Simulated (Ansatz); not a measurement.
Program: Ansatz. Geometries: PBE0-D4/def2-TZVP. ΔE: electronic, gas phase. CCSD(T)/CBS adds triple-zeta CCSD(T) − MP2 to the extrapolated MP2 energy (def2 sets, frozen cores). This one scheme is used for every species, atoms too. For atomizations the MP2-based limit and the directly extrapolated one differ by several kJ/mol either way, and by 10 to 25 for some Ge, Se and Sn compounds, so smaller differences from it don't rank the levels. DFT in def2-TZVPP. No spin–orbit coupling; open shells (•) take unrestricted orbitals. Spin–orbit coupling would lower the free atoms: a little for C, Cl, O, Si. Each species was taken in one conformer, which may not be the lowest.

Consider the atomization: `O=C=N[SiH]Cl`• → C• + Cl• + H• + N• + O• + Si•.

`O=C=N[SiH]Cl`•:

Cartesian coordinates in Å:
```
O -0.291 2.530 -1.145
C -0.182 1.555 -0.525
N -0.104 0.567 0.151
Si 0.554 -0.948 0.568
Cl 0.110 -2.327 -0.884
H -0.088 -1.377 1.835
```

```csv
level,ΔE (eV)
B97M-V,25.78
HF/def2-TZVPP,16.79
SCS-MP2/def2-TZVPP,25.14
HF/CBS(def2),16.86
```

Task: What does CCSD(T)/CBS give? (An estimate is asked.)

Result: The calculation gave: +25.27 eV. The listed levels differ from it by 0.51, -8.48, -0.13, -8.41 eV.

Task: What do rigid-rotor, harmonic-oscillator terms from PBE0-D4/def2-TZVP frequencies (298.15 K, 1 bar) make of the CCSD(T)/CBS value? (An estimate is asked.)

Result: Ansatz gave: ΔZPE = -0.64 eV, ΔH = +24.83 eV, ΔS = 584 J/(mol·K), ΔG = +23.02 eV. Open shells count their whole term as degenerate. Modes under 50 cm⁻¹ make the entropy rough.

Largest T1 diagnostic among the species: 0.017.

From r2SCAN to r2SCAN0 (25 % exact exchange), in def2-TZVPP and without D4, ΔE moves by −0.96 eV: exact exchange takes away binding that semilocal exchange gives to molecules. Leaving LDA and LC-ωPBE aside and taking each functional with its dispersion term where it has one, the values, not all of them listed here, spread over 2.79 eV, from BHLYP-D4 to PBE-D4. LDA lies +3.67 eV from PBE without D4, its usual overbinding.
